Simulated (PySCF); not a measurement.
Molecule: SMILES C([SiH2]C)=O, C2H6OSi.

Numbering as in the mapped SMILES `[CH3:1][SiH2:2][CH:3]=[O:4]` (H(Xn): hydrogen on atom n).

Geometry PBE0-D3(BJ)/def2-SVP throughout; GIAO in PySCF, gas phase, one conformer, non-relativistic; equivalent atoms averaged; basis pcSseg-2.

**Question.** How do the shifts δ (against TMS, H2O at the same level) depend on the functional? (ppm; last column core-seconds on 1 thread of an Arm Neoverse V1, shared host)

**Answer.** 
```tsv
functional	kind	C3	C1	Si2	O4	H(C3)	H(Si2)	H(C1)	core-s
PBE0	global hybrid	254.0	-12.0	-54.6	917.2	12.51	4.34	0.18	16
mPW1PW91	global hybrid	253.5	-11.7	-54.1	913.9	12.44	4.32	0.19	16
WP04	global hybrid	251.0	-9.2	-50.6	841.9	11.71	3.80	0.26	18
B97-2	global hybrid	247.4	-11.2	-53.5	881.0	12.37	4.26	0.20	15
BHandHLYP	global hybrid	252.3	-10.9	-51.9	917.9	12.03	4.15	0.24	16
CAM-B3LYP	range-separated hybrid	258.5	-12.0	-54.8	923.1	12.30	4.26	0.19	22
wB97X-D	range-separated hybrid	255.0	-11.6	-53.9	920.4	12.33	4.31	0.19	21
LC-wPBE	range-separated hybrid	262.9	-11.5	-51.3	926.5	12.21	4.25	0.18	31
```

**Question.** Which nucleus moves most, in ppm?

**Answer.** O4 (carbonyl oxygen): from 841.9 ppm with WP04 to 926.5 ppm with LC-wPBE. The smallest spread is 0.08 ppm, at H(C1). Proton shifts span only some 12 ppm, so a few tenths of a ppm matter as much there as several ppm in carbon.
